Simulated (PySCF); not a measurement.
# Exercise with solution: chemical shift, span and skew from a shielding tensor

Al(Me)3 (C₃H₉Al), SMILES [CH3][Al]([CH3])[CH3]. Atoms are numbered in the order given.

```xyz
13

Al    -0.0012     0.0009     0.0016
C     -1.3442    -1.4284    -0.0794
H     -1.4235    -1.8350    -1.1042
H     -2.3497    -1.0429     0.1692
H     -1.1343    -2.2733     0.5968
C     -0.2201     1.6169    -1.0910
H      0.6472     1.7622    -1.7604
H     -0.2627     2.5197    -0.4547
H     -1.1268     1.6096    -1.7178
C      1.5649    -0.1890     1.1696
H      2.2332     0.6876     1.1618
H      2.1678    -1.0682     0.8770
H      1.2607    -0.3687     2.2166
```
Charge 0, spin multiplicity 1.

The structure is a stationary point at ωB97X-D3(BJ)/def2-SVP. The isomer is the one that the SMILES or the coordinates give; other isomers of the formula were not compared.

GIAO shieldings from HF/pcSseg-1 in PySCF, non-relativistic, no solvent. The symmetric part of the tensor of C2 has the principal values 189.9, 201.2, 202.5 ppm. The same nucleus in TMS has σ = 192.6 ppm at this level (PySCF, at its B3LYP-D3(BJ)/def2-TZVP geometry).

Problem. Work out the isotropic shielding, the ¹³C shift against TMS, the span and the skew.

Solution. 
σ(iso) = (σ11 + σ22 + σ33)/3 = 197.9 ppm. δ = σ(ref) − σ(iso) = 192.6 − (197.9) = -5.3 ppm.
Span Ω = σ33 − σ11 = 12.6 ppm. Skew κ = 3(σ(iso) − σ22)/Ω = -0.79. Tumbling in solution averages the tensor to δ; in a static solid the shielding alone would spread this spin-1/2 line over Ω.
